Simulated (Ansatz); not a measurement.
# A geometry optimisation of FSbSi2 with PBE0-D3(BJ)/def2-SVP

The starting geometry of this gas-phase singlet was optimised with GFN2-xTB.

```tsv
atom	x (Å)	y (Å)	z (Å)
F	0.0276	-2.5697	-1.8048
Sb	0.1567	0.5914	-1.6206
Si	-0.0795	-1.4997	-3.0757
Si	-0.0789	1.6242	-3.8020
```

Q: Where would you expect an optimisation with PBE0-D3(BJ)/def2-SVP to take it?

A: A new bond forms, giving a structure given below by its coordinates. Distances that change by over a tenth: Sb2–Si4 (2.43 → 2.67 Å). Contacts that close: Si3–Si4 (3.21 → 2.24 Å).

The energy falls by 1.05 eV over 14 steps:

| step | E − E(last) (eV) |
| --- | --- |
| 1 | 1.050 |
| 2 | 1.032 |
| 4 | 0.889 |
| 5 | 0.813 |
| 7 | 0.776 |
| 8 | 0.686 |
| 10 | 0.121 |
| 11 | 0.005 |
| 13 | 0.000 |
| 14 | 0.000 |

Final geometry (Å):

```yaml
atoms:
  - { symbol: F, position_ang: [-0.0427, -2.6090, -2.3990] }
  - { symbol: Sb, position_ang: [0.2159, 0.9644, -1.3141] }
  - { symbol: Si, position_ang: [-0.0186, -1.0056, -2.6295] }
  - { symbol: Si, position_ang: [-0.1288, 0.7965, -3.9605] }
```

The end wasn't checked by frequencies. Atoms past krypton carry core potentials, without spin–orbit terms. Run with Ansatz 0.2.0, 21 s on 2 threads of Intel(R) Xeon(R) Processor @ 2.70GHz, with other jobs on the host.
